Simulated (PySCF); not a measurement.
Gas-phase reaction: 2 TaF5 + H2O2 = 2 TaOF3 + H2 + 4 F

Energies from PySCF (xtb for GFN2), thermal terms from the rigid-rotor harmonic-oscillator model, ideal gas at 1 bar. S°(298 K) at PBE0/def2-TZVP differs from the NASA 1993 table for H2O2 (-8 J/mol/K); whether the harmonic model or the table's entry is off was not settled. † marks an energy on the PBE0/def2-TZVP geometry and frequencies; other levels use their own. MP2 and CCSD(T) freeze the core. Open shells (unrestricted): F (multiplicity 2, electronic degeneracy 6); the rest are closed-shell singlets. GFN2 has no spin-polarisation term. Spin-orbit splitting is ignored; it lowers the true energy and changes the entropy of F. Ta: scalar-relativistic def2 core potential, no spin-orbit coupling. No R ln 2 is added for the mirror-image form of H2O2. TaOF3: computed as isolated molecules; such fragments, hydroxides, amides, oligomers or adducts are transient or little studied in the gas. MP2 isn't extrapolated to the basis-set limit; its ΔH°(298 K) is 1296.8 kJ in def2-SVP and 1367.2 kJ in def2-TZVPP. CCSD(T) isn't extrapolated to the basis-set limit; its ΔH°(298 K) is 1272.4 kJ in def2-SVP and 1333.4 kJ in def2-TZVPP. The harmonic model lacks anharmonicity and excited electronic states, which grow with temperature; levels with a mode under 35 cm⁻¹ are left out. Internal rotation in H2O2 is treated as a harmonic vibration of one conformer, which makes the entropy rough. Soft modes under 120 cm⁻¹ make the harmonic entropy rough for TaF5. Warning, large T1 diagnostic: TaOF3 (CCSD(T)/def2-SVP†). Warning, point group unlike the PBE0 one: H2O2 (GFN2-xTB).

| level | ΔE electronic, kJ | ΔH°(298 K), kJ | ΔS°(298 K), J/K | ΔG°(800 K), kJ |
|---|---|---|---|---|
| BLYP/def2-TZVP† | 1414 | 1376 | 498 | 972 |
| CCSD(T)/def2-SVP† | 1310 | 1272 | 498 | 869 |
| GFN2-xTB | 1870 | 1834 | 504 | 1426 |
| HF/def2-TZVP† | 911 | 874 | 498 | 470 |
| MP2/def2-SVP† | 1335 | 1297 | 498 | 893 |
| ωB97M-V/def2-TZVP† | 1427 | 1389 | 498 | 985 |
ΔH° is lowest at HF/def2-TZVP† and highest at GFN2-xTB. No reference value is set beside these.
